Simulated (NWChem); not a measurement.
System meant: SF3, doublet; SMILES F[S](F)F

Here is an NWChem input.

```
start job
memory heap 200 mb stack 900 mb global 1100 mb
geometry units angstroms noautoz
  F     -1.649557     0.171772     0.301128
  S      0.000006    -0.091420     0.353065
  F      1.649550     0.171771     0.301127
  F      0.000001    -0.023421    -1.241324
end
basis spherical
  F library def2-svp
  S library def2-svp
end
dft
  odft
  mult 3
  xc b3lyp
  iterations 150
  mulliken
end
task dft energy
```

End of the output:

```
 ==============================================================================
                                 internuclear angles
 ------------------------------------------------------------------------------
        center 1       |       center 2       |       center 3       |  degrees
 ------------------------------------------------------------------------------
    1 F                |   2 S                |   3 F                |   161.53
    1 F                |   2 S                |   4 F                |    87.84
    3 F                |   2 S                |   4 F                |    87.84
 ------------------------------------------------------------------------------
                            number of included internuclear angles:          3
 ==============================================================================

 Summary of "ao basis" -> "" (spherical)
 ------------------------------------------------------------------------------
       Tag                 Description            Shells   Functions and Types
 ---------------- ------------------------------  ------  ---------------------
 F                          def2-svp                 6       14   3s2p1d
 S                          def2-svp                 8       18   4s3p1d

                                 NWChem DFT Module
                                 -----------------

 Summary of "ao basis" -> "ao basis" (spherical)
 ------------------------------------------------------------------------------
       Tag                 Description            Shells   Functions and Types
 ---------------- ------------------------------  ------  ---------------------
 F                          def2-svp                 6       14   3s2p1d
 S                          def2-svp                 8       18   4s3p1d

      Symmetry analysis of basis
      --------------------------

        a'         37
        a"         23

  number of electrons :                   43
  multiplicity        :                    3
 ------------------------------------------------------------------------
  no. of electrons and multiplicity not compatible                  43
 ------------------------------------------------------------------------
 ------------------------------------------------------------------------
  current input line :
    20: task dft energy
 ------------------------------------------------------------------------
 ------------------------------------------------------------------------
 There is an error in the input file
 ------------------------------------------------------------------------
 For more information see the NWChem manual at https://nwchemgit.github.io

0: no. of electrons and multiplicity not compatible:Received an Error in Communication
```

Task: What is wrong, and how is it mended?

Result: The program refused the input. Cause: the multiplicity doesn't fit the number of electrons (an even count wants an odd multiplicity, and the reverse). This input runs:
```
start job
memory heap 200 mb stack 900 mb global 1100 mb
geometry units angstroms noautoz
  F     -1.649557     0.171772     0.301128
  S      0.000006    -0.091420     0.353065
  F      1.649550     0.171771     0.301127
  F      0.000001    -0.023421    -1.241324
end
basis spherical
  * library def2-svp
end
dft
  odft
  mult 2
  xc b3lyp
  iterations 150
  mulliken
end
task dft energy
```
It converges to -697.26110 Ha (B3LYP/def2-SVP, spin-unrestricted).
